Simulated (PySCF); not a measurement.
C6H6F3O (doublet state).
Geometry (GFN2-xTB, Å), atoms numbered from 1 in this order:
```xyz
16
C6H6F3O angstrom
F     -3.403   -0.795   -0.690
C     -2.383   -0.187   -0.073
F     -2.418   -0.632    1.217
F     -2.702    1.123    0.016
C     -1.090   -0.430   -0.729
C      0.070    0.413   -0.418
C      0.721    0.171    0.989
C      2.154   -0.045    0.600
C      2.260   -0.025   -0.720
O      1.096    0.213   -1.382
H     -1.017   -1.231   -1.439
H     -0.237    1.472   -0.472
H      0.589    1.024    1.655
H      0.295   -0.709    1.474
H      2.939   -0.192    1.313
H      3.118   -0.161   -1.353
```

The hyperfine couplings belong to this conformer and change with its torsions.

Identity: `FC(F)(F)[CH][C@H]1CC=CO1` [radical].

The calculation used PySCF 2.14.0, UKS B3LYP, pcH-1 on C F H O, non-relativistic, mean-field spin-orbit, GIAO. The structure is a single GFN2-xTB conformer in the gas phase; no vibrational or solvent corrections. The geometry wasn't refined by DFT: couplings that depend on bond lengths, twists or pyramidal angles can differ widely from those at the functional's own minimum. No stability test was run, so a lower SCF solution isn't excluded.

The largest Mulliken spin populations are on C5 (+1.00) and C6 (-0.08). No atom but C5 exceeds +0.15. The positive populations add up to 1.15 and the negative ones to -0.15, together 2S = 1. The angles at C5 add up to 360.0°, so it is planar; its axial dipolar tensor and the negative coupling of its proton fit spin in a p orbital normal to that plane.

McConnell's relation a(H) = Q·ρ ties the coupling of a proton on a planar π carbon to the spin population of that carbon. What Q do the computed values give?

```csv
H,C,ρ(C),a(H) (G),a/ρ (G)
H11,C5,+0.999,-23.49,-23.5
```

One proton gives one ratio, Q = -23.5 G, and no test of linearity. In McConnell's picture π spin on carbon polarises the C–H bond and leaves opposite spin at the proton, which makes Q negative, as found here.

Couplings in gauss use g_iso = 2.0024.
